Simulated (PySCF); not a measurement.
**The second ionisation energy along the third row**

All values are computed (PySCF 2.14, energy differences of UHF-based or UKS calculations, no spin-orbit coupling). Values in eV. The last column holds reference values (NIST; (s) semi-empirical, (t) theoretical, else measured). Unmarked ones compare directly (S terms, centres of terms, or small fine structure); those marked * lie between the lowest fine-structure levels and include a spin-orbit shift.

| element | configurations | UHF | MP2 (valence) | SCS-MP2 (valence) | CCSD (valence) | CCSD(T) (valence) | reference |
| --- | --- | --- | --- | --- | --- | --- | --- |
| Mg (jorge-DZP-DKH, spin-free X2C) | [Ne] 3s1 → [Ne] | 14.718 | n/a | n/a | n/a | n/a | 15.035 |
| Si (jorge-DZP-DKH, spin-free X2C) | [Ne] 3s2 3p1 → [Ne] 3s2 | 15.789 | 15.969 | 15.951 | 16.069 | 16.087 | 16.322 |
| P (jorge-DZP-DKH, spin-free X2C) | [Ne] 3s2 3p2 → [Ne] 3s2 3p1 | 19.150 | 19.470 | 19.390 | 19.495 | 19.505 | 19.769 (s) * |
| S (jorge-DZP-DKH, spin-free X2C) | [Ne] 3s2 3p3 → [Ne] 3s2 3p2 | 22.721 | 23.166 | 23.008 | 23.086 | 23.089 | 23.338 * |
| Cl (jorge-DZP-DKH, spin-free X2C) | [Ne] 3s2 3p4 → [Ne] 3s2 3p3 | 22.503 | 23.005 | 23.040 | 23.014 | 23.021 | 23.771 |

"Valence" correlates the outer s and p shells and, in groups 3 to 12 and the f block, the outer d or f shell, open or full, or the next shell where the ion has no valence electron left; the wider scheme adds the next inner shell.
